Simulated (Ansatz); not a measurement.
A nudged elastic band was laid between two geometries of ClGaH2 + H (5 atoms, charge 0, multiplicity 2).

Method: UKS PBE0-D4/def2-SVP in Ansatz 0.2.0.

```
movable images  : 9
climbing image  : yes
spring          : 5.0 eV/Å²
optimiser       : quadratic models (default)
start path      : through a guess of the saddle point
force threshold : 0.05 eV/Å
iteration limit : 50
end points      : relaxed
```

First end point:

```xyz
5
Properties=species:S:1:pos:R:3
Ga 0.004 0.000 -0.249
Cl 0.027 -0.002 1.908
H 1.407 0.000 -0.928
H -1.412 0.000 -0.898
H -0.027 0.001 5.247
```

Last end point:

```xyz
5
Properties=species:S:1:pos:R:3
Ga -0.001 0.000 -0.444
Cl 0.001 0.000 3.361
H 1.382 0.000 -1.243
H -1.384 0.000 -1.242
H 0.001 0.000 4.649
```

What changes between the two ends?

Bonds broken: Ga1–Cl2. Bonds formed: Cl2–H5. ClGaH2 + H becomes ClH + GaH2.

Give the energies along the band, and the barrier.

It converged. The highest image is number 5 of 0 to 10, 0.67 eV above the first end and 0.41 eV above the last; the last end lies 0.26 eV above the first. A vibrational analysis at the climbing image gives 2 clearly imaginary modes (520i, 343i cm⁻¹): a point of higher order. A lower path may pass nearby, or the ends, which weren't checked, may share the extra mode.

| image | path coordinate (Å) | energy (eV) | Ga1–Cl2 (Å) | Cl2–H5 (Å) |
| --- | --- | --- | --- | --- |
| 0 | 0.00 | 0.00 | 2.16 | 3.34 |
| 1 | 0.30 | 0.00 | 2.16 | 3.00 |
| 2 | 0.61 | 0.02 | 2.15 | 2.67 |
| 3 | 0.91 | 0.09 | 2.15 | 2.33 |
| 4 | 1.21 | 0.29 | 2.20 | 1.94 |
| 5 | 1.52 | 0.67 | 2.44 | 1.52 |
| 6 | 1.81 | 0.47 | 2.77 | 1.33 |
| 7 | 2.10 | 0.35 | 3.03 | 1.30 |
| 8 | 2.40 | 0.29 | 3.28 | 1.29 |
| 9 | 2.69 | 0.26 | 3.54 | 1.29 |
| 10 | 2.98 | 0.26 | 3.80 | 1.29 |

What is the geometry of the highest image?


```xyz
5
Properties=species:S:1:pos:R:3:forces:R:3
Ga 0.000 0.000 0.027 0.00 0.00 0.00
Cl 0.000 0.000 2.463 0.00 0.00 0.00
H 1.403 0.000 -0.697 0.00 0.00 0.00
H -1.403 0.000 -0.698 0.00 0.00 0.00
H 0.001 0.000 3.985 0.00 0.00 0.00
```

The run took 5.4 min on 1 thread of AMD EPYC 7R43 64-Core Processor (Zen 3), on a shared host, peak memory 0.19 GiB.
